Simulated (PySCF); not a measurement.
Species: acenaphthylene, C12H8.
SMILES: `C1=Cc2cccc3cccc1c23`

Computed, not measured: PySCF 2.14.0, density-fitted response routines, TDDFT PBE0/def2-SVPD, vertical, gas phase, core orbitals frozen in the response. Geometry: PBE0-D3(BJ)/def2-SVP; no solvent, vibrations or thermal averaging.

Broadening: Gaussians 0.25 eV wide at half height, area fixed by f = 4.319×10⁻⁹ ∫ε dν̃. The cross-section is σ = 3.8235×10⁻²¹ ε cm², given in Mb (10⁻¹⁸ cm²). The width is an assumption, not a result. The curve ends short of the highest state used, and states not computed would add to its high-energy end.

(E (eV), σ (Mb)): (2.77, 0.01), (2.85, 0.06), (2.94, 0.40), (3.02, 1.26), (3.11, 2.32), (3.19, 2.19), (3.28, 1.04), (3.36, 0.29), (3.45, 0.04), (3.53, 0.03), (3.62, 0.55), (3.71, 4.66), (3.79, 17.00), (3.88, 37.03), (3.96, 41.23), (4.05, 29.29), (4.13, 28.41), (4.22, 39.36), (4.30, 35.76), (4.39, 16.69), (4.47, 4.65), (4.56, 0.56), (4.64, 0.08), (4.73, 0.37), (4.82, 2.20), (4.90, 5.85), (4.99, 8.90), (5.07, 7.07), (5.16, 2.77), (5.24, 0.66), (5.33, 0.22), (5.41, 1.99), (5.50, 18.42), (5.58, 72.99), (5.67, 174.29), (5.75, 206.71)

**Question.** Where are the band maxima, and which computed states make them?

**Answer.** 395 nm (3.14 eV), ε about 640, made up of S1 (100%); 315 nm (3.94 eV), ε about 11000, made up of S2 (99%); 292 nm (4.25 eV), ε about 11000, made up of S3 (99%); 248 nm (5.00 eV), ε about 2300, made up of S4 (100%); 216 nm (5.73 eV), ε about 55000, made up of S5 (100%) (ε in L mol⁻¹ cm⁻¹; maxima over ε = 5, shares over 10%). The states used: S1 3.14 eV (f 0.0059); S2 3.93 eV (f 0.101); S3 4.25 eV (f 0.097); S4 5.00 eV (f 0.022); S5 5.73 eV (f 0.507); S6 5.78 eV (f 0.0000); S7 6.05 eV (f 0.0000); S8 6.08 eV (f 0.018); S9 6.28 eV (f 0.041); S10 6.35 eV (f 0.012).

**Question.** Coming from long wavelengths, where does ε first pass 100 L mol⁻¹ cm⁻¹?

**Answer.** At about 422 nm (2.94 eV), 0.20 eV below S1.

**Question.** Does any computed singlet lie in the visible range?

**Answer.** S1 lies in the visible range (380 to 750 nm), at 395 nm, f = 0.0059; light of that wavelength is violet, and its complementary colour is yellow-green; a Tamm–Dancoff triplet lies at 531 nm, without intensity as long as spin–orbit coupling is left out.

**Question.** What would ε be at 5.73 eV, the highest of these maxima, with half the width (0.125 eV)?

**Answer.** About 109000 L mol⁻¹ cm⁻¹ against 54700, a factor of about 1.99; a lone state at its own centre would give exactly 2.
